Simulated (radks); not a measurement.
Excited configurations of Ne+: one electron is placed in a higher orbital outside [He] 2s2 2p4. The ground configuration is [He] 2s2 2p5. Method: scalar-relativistic Kohn-Sham, r2SCAN, spin-polarised, spherical densities, finite nucleus; open shells are filled with parallel spins first; meta-GGA in the generalised Kohn-Sham scheme; Fermi nuclear charge, rms radius 3.0055 fm; computed with a radial shooting solver on a logarithmic mesh with Libxc functionals. Excitation = E - E(ground); binding = E(ion) - E, where the ion is the core of charge +2; n* = 2/sqrt(2 binding) in atomic units, and the quantum defect is n - n*.

| outer orbital | excitation (eV) | binding (eV) | quantum defect | eigenvalue (eV) | <r> (bohr) |
|---|---|---|---|---|---|
| 3p | 31.399 | 10.003 | 0.667 | -7.730 | 3.659 |
| 3d | 35.362 | 6.040 | -0.002 | -4.304 | 5.105 |
| 4p | 36.405 | 4.998 | 0.700 | -3.988 | 7.834 |
| 4f | 38.036 | 3.366 | -0.021 | -2.425 | 9.137 |
| 5s | 37.905 | 3.497 | 1.055 | -2.840 | 11.84 |
| 5p | 38.407 | 2.995 | 0.737 | -2.417 | 13.49 |
| 5d | 39.086 | 2.316 | 0.153 | -1.832 | 16.45 |
| 7s | 39.834 | 1.568 | 1.108 | -1.283 | 26.52 |

The Delta-SCF ionisation energy is 41.402 eV (NIST Atomic Spectra Database: 40.963 eV, measured). Self-interaction in the functional shifts the binding energies and quantum defects, so they are the method's values and not measured ones. Open shells are spherical and high-spin; term and fine-structure splittings are not resolved.
